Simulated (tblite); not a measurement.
Species: C₇H₁₁FOSi.
Atom-mapped SMILES: `[CH3:1][C:2]#[C:3]/[CH:4]=[C:5](/[CH2:6][CH2:7][F:8])[SiH2:9][OH:10]` (hydrogens: H11, H12, H13 on C1; H14 on C4; H15, H16 on C6; H17, H18 on C7; H19, H20 on Si9; H21 on O10)

The geometry is computed with GFN2-xTB (gas phase).

Question: What internal coordinates does the optimisation give?

Answer: 
```
                  bond  length (Å)
                 C1–C2       1.445
                 C2≡C3       1.204
                 C3–C4       1.406
                 C4=C5       1.339
                 C5–C6       1.506
                 C6–C7       1.527
                 C7–F8       1.379
                C5–Si9       1.894
               Si9–O10       1.624
C1–H11, C1–H12, C1–H13       1.090
                C4–H14       1.087
        C6–H15, C6–H16       1.093
        C7–H17, C7–H18       1.095
      Si9–H19, Si9–H20       1.461
               O10–H21       0.956
```

Bonds in one row agree within 0.01 Å and their mean is given. A selection of angles:
```
      angle  degrees
  C2–C1–H11    110.0
 H11–C1–H12    108.9
   C1–C2–C3    179.2
   C2–C3–C4    178.2
   C3–C4–C5    123.4
  C3–C4–H14    115.2
  C5–C4–H14    121.3
   C4–C5–C6    119.0
  C4–C5–Si9    121.8
  C6–C5–Si9    119.2
   C5–C6–C7    111.8
  C5–C6–H15    110.1
  C5–C6–H16    110.6
  C7–C6–H15    108.5
  C7–C6–H16    107.2
 H15–C6–H16    108.5
   C6–C7–F8    111.0
  C6–C7–H17    111.4
  F8–C7–H17    106.1
 H17–C7–H18    110.1
 C5–Si9–O10    110.4
 C5–Si9–H19    110.9
 C5–Si9–H20    108.8
O10–Si9–H19    101.6
O10–Si9–H20    111.3
H19–Si9–H20    113.7
Si9–O10–H21    120.2
```

Dihedral angles: C3–C4–C5–C6 179° (antiperiplanar); C4–C5–C6–C7 -96° (anticlinal); C5–C6–C7–F8 -71° (synclinal); C4–C5–Si9–O10 180° (antiperiplanar); H21–O10–Si9–C5 -56° (synclinal). The mirror-image conformer, all signs reversed, is as good.

H21 on O10 lies 2.24 Å from F8, 6 bonds away (angle at H 132°; Bondi radii sum to 2.67 Å). The 6 C–C bonds span 1.204 Å (C2≡C3, drawn triple) to 1.527 Å (C6–C7, drawn single), a spread of 0.323 Å. Of the pairs four or more bonds apart, those above aside, F8···Si9 is among the closest relative to their van der Waals radii: 3.38 Å, 95 % of the sum of Bondi's values. Si9 (oxygen-bound silicon) is distorted tetrahedral (angles from 101.6° to 113.7°).

Point group: C1 (no symmetry element, even within 0.4 Å). GFN2-xTB frequencies show an imaginary mode (38i cm⁻¹), so the point is no minimum at that level. Torsions: C4–C5–C6–C7 -96°, C5–C6–C7–F8 -71°, C4–C5–Si9–O10 180°, C5–Si9–O10–H -56°.

Hardware: Arm Neoverse V1, one thread, no GPU, on a shared host. Cost: 0.69 s of wall time. This is the geometry optimisation.
